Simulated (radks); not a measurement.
The nuclear charge of the carbon ion C2+ is varied continuously with 4 electrons held in [He] 2s2. Calculated with a radial shooting solver on a logarithmic mesh with Libxc functionals: scalar-relativistic Kohn-Sham, r2SCAN, spin-unpolarised, spherical densities, finite nucleus; meta-GGA in the generalised Kohn-Sham scheme; Fermi nuclear charge, rms radius 2.4702 fm. By the Hellmann-Feynman theorem dE/dZ = E(electron-nucleus)/Z, the electronic potential at the nucleus (averaged over a nucleus of fixed radius). The scalar-relativistic energy here is not variational (the density holds large components alone), so the two differ by a part that grows with Z.

[
 {"Z": "5", "E (hartree)": "-24.32398", "E(electron-nucleus)/Z (hartree)": "-10.9262", "HOMO": "2s", "e(HOMO) (eV)": "-19.732", "<r> HOMO (bohr)": "1.787"},
 {"Z": "5.5", "E (hartree)": "-30.10067", "E(electron-nucleus)/Z (hartree)": "-12.1800", "HOMO": "2s", "e(HOMO) (eV)": "-29.346", "<r> HOMO (bohr)": "1.548"},
 {"Z": "6", "E (hartree)": "-36.50428", "E(electron-nucleus)/Z (hartree)": "-13.4337", "HOMO": "2s", "e(HOMO) (eV)": "-40.686", "<r> HOMO (bohr)": "1.366"},
 {"Z": "6.5", "E (hartree)": "-43.53488", "E(electron-nucleus)/Z (hartree)": "-14.6877", "HOMO": "2s", "e(HOMO) (eV)": "-53.746", "<r> HOMO (bohr)": "1.223"},
 {"Z": "7", "E (hartree)": "-51.19265", "E(electron-nucleus)/Z (hartree)": "-15.9421", "HOMO": "2s", "e(HOMO) (eV)": "-68.521", "<r> HOMO (bohr)": "1.108"}
]

The central difference of E at Z = 6 is -13.434 hartree, to compare with the third column; the second derivative is -2.51 hartree.
